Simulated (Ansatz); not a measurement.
Geometry optimisation, Ansatz, RKS PBE0-D4/cc-pVDZ.

Input:

```yaml
crystal:
  periodic: [false, false, false]
  atoms:
    - { symbol: B, position_ang: [-0.226995, 0.513782, -0.291575] }
    - { symbol: F, position_ang: [-0.02854, -0.238358, 2.109763] }
    - { symbol: H, position_ang: [0.823989, -0.03533, -0.494421] }
    - { symbol: O, position_ang: [-1.447993, -0.025535, -0.510301] }
    - { symbol: H, position_ang: [-1.403276, -0.966894, -0.713371] }
    - { symbol: S, position_ang: [-0.159301, 2.326826, 0.158209] }
    - { symbol: H, position_ang: [-1.50637, 2.495117, 0.200798] }
    - { symbol: H, position_ang: [0.037488, 0.685392, 2.159097] }
basis:
  gaussian: { orbitals: cc-pVDZ }
hamiltonian:
  xc: pbe0
  dispersion: d4
relax:
  f_tol: 0.03
  max_steps: 50
```

Launched with:

```bash
$ ansatz run input.yaml --threads 2 --pin off --max-ram 3072MiB --backend cpu --events-out ev --progress --plain --runs-dir out
```

Task: Where does it end, and by what steps?

Result: The run converged. After 8 steps the energy has fallen by 0.062 eV; F2 moved furthest, 0.28 Å.

| step | energy less start (eV) | largest force component (eV/Å) | accepted |
| --- | --- | --- | --- |
| 0 | 0.0000 | 0.746 | yes |
| 1 | -0.0242 | 1.387 | yes |
| 2 | -0.0288 | 1.259 | yes |
| 3 | -0.0522 | 0.385 | yes |
| 4 | -0.0311 | 0.716 | no |
| 5 | -0.0595 | 0.272 | yes |
| 6 | -0.0606 | 0.083 | yes |
| 7 | -0.0617 | 0.047 | yes |
| 8 | -0.0618 | 0.023 | yes |

```xyz
8
Properties=species:S:1:pos:R:3
B -0.239 0.490 -0.346
F 0.003 -0.084 2.338
H 0.800 -0.080 -0.558
O -1.461 -0.038 -0.574
H -1.412 -0.957 -0.863
S -0.135 2.213 0.257
H -1.476 2.410 0.333
H 0.008 0.800 2.031
```

Whether the end is a true minimum wasn't checked by a vibrational analysis.

The run took 16 s on 2 threads of Arm Neoverse V2, with other jobs on the host, peak memory 0.15 GiB.
